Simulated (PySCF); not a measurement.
# Electron correlation in Br²⁺ (bromine, charge +2)

[Ar] 3d10 4s2 4p3, high-spin 4S determinant. Calculation: PySCF 2.14, in cc-pVDZ-DK (5s4p2d, 27 functions); the spin-free X2C one-electron Hamiltonian (Gaussian nucleus). Frozen: [Ar] 3d10; 5 electrons correlated.

MP2 pair energies summed by pair of shells (mhartree):

| pair | energy | share (%) |
| --- | --- | --- |
| 4s-4p | -37.29 | 66.5 |
| 4p-4p | -13.28 | 23.7 |
| 4s-4s | -5.51 | 9.8 |

Total MP2 correlation energy: -56.08 mhartree.

Same-spin part -14.69 and opposite-spin part -41.39 mhartree; SCS-MP2 scales them by 1/3 and 6/5 to -54.56 mhartree.

```json
{"level": "CCSD", "correlation energy (mhartree)": "-70.59"}
{"level": "(T)", "correlation energy (mhartree)": "-0.54"}
{"level": "CCSD(T)", "correlation energy (mhartree)": "-71.13"}
```

Diagnostics: T1 = 0.0014, D1 = 0.0024, largest double amplitude 0.058.

Cost of the coupled-cluster step: 0.06 s of wall time on 1 thread of Intel(R) Xeon(R) 6975P-C (shared host), for 5 correlated electrons.
